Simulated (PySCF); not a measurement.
C2H6BeFN. Atoms are numbered in the order given.

```xyz
11

Be     0.0000     0.0000     1.0669
F      0.0000     0.0000     2.4594
N      0.0000     0.0000    -0.4312
C      0.0000    -1.2032    -1.2243
C      0.0000     1.2032    -1.2243
H     -0.8907    -1.2680    -1.8808
H      0.8907    -1.2680    -1.8808
H      0.0000    -2.1005    -0.5848
H      0.8907     1.2680    -1.8808
H     -0.8907     1.2680    -1.8808
H      0.0000     2.1005    -0.5848
```

Coordinates come from a PBE0-D3(BJ)/def2-SVP optimisation. The structure was generated by enumeration; whether it is a known compound was not checked. Other conformers were not sampled.

The numbers are results of PBE0-D3(BJ)/def2-SVP in PySCF, not measurements.

Frequencies are harmonic and unscaled.

```csv
mode,ν (cm⁻¹),IR (km/mol),moving atoms (share of kinetic energy)
1,112,3.1,"C 38 %, F 25 %, H 20 %, N 13 %"
2,155,0.0,"H 53 %, N 28 %, F 10 %"
3,234,0.0,H 97 %
4,261,0.4,"H 64 %, Be 16 %, N 12 %"
5,344,0.1,"C 39 %, H 35 %, F 18 %"
6,394,94.6,"Be 61 %, N 26 %"
7,454,83.2,Be 80 %
8,607,2.0,"F 38 %, C 31 %, H 16 %, N 14 %"
9,1017,14.3,"C 40 %, H 34 %, N 19 %"
10,1091,1.5,"H 75 %, C 24 %"
11,1106,0.0,"H 81 %, C 19 %"
12,1168,1.1,"H 68 %, C 20 %, N 12 %"
13,1253,92.6,"N 59 %, C 32 %, H 9 %"
14,1258,14.4,"H 40 %, C 21 %, N 20 %, Be 13 %"
15,1431,5.0,"H 86 %, C 14 %"
16,1446,0.0,H 97 %
17,1453,12.1,H 97 %
18,1459,32.9,"H 79 %, C 20 %"
19,1481,17.8,H 96 %
20,1486,23.6,H 89 %
21,1621,400.6,"Be 58 %, N 23 %, H 11 %"
22,2981,68.6,H 97 %
23,2986,93.4,H 97 %
24,3038,100.4,"H 91 %, C 9 %"
25,3048,0.0,"H 90 %, C 10 %"
26,3119,20.8,"H 91 %, C 9 %"
27,3120,30.6,"H 91 %, C 9 %"
```
